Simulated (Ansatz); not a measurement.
Two isomers of C3H6SSi: A = `C[SiH]1C=CS1`, B = `C=CC([SiH3])=S`.

Calculated with Ansatz (gas phase, PBE0-D4/def2-TZVP geometries, no zero-point term in ΔE). CCSD(T)/CBS is the MP2 limit (def2-TZVPP, def2-QZVPP) plus CCSD(T) − MP2 in def2-TZVPP, frozen cores. DFT in def2-TZVPP. B3LYP here is the variant with VWN-RPA as its local correlation; programs differ in this. One conformer a species, not always the lowest.

(1) Which is lower in electronic energy at CCSD(T)/CBS, and by how much? (An estimate is asked.)

(2) Give E(B) − E(A) in kJ/mol with HF/def2-TZVPP, ωB97M-V, CCSD(T)/def2-TZVPP, B2PLYP, PBE-D4, B3LYP, CCSD/def2-TZVPP. (Best estimate.)

Largest T1 diagnostic: 0.017.

Answers

(1) The calculation gave: A, by 155.8 kJ/mol.

(2) Computed: HF/def2-TZVPP 144.1, ωB97M-V 165.7, CCSD(T)/def2-TZVPP 149.4, B2PLYP 146.7, PBE-D4 157.8, B3LYP 139.4, CCSD/def2-TZVPP 153.8. None reverses the order clearly.

In def2-TZVPP, CCSD(T) changes the Hartree–Fock value by +5.3 kJ/mol (the triples alone add −4.4 kJ/mol) and MP2 by +20.1 kJ/mol. From PBE to PBE0 (25 % exact exchange), in def2-TZVPP and without D4, E(B) − E(A) moves by +14.3 kJ/mol.
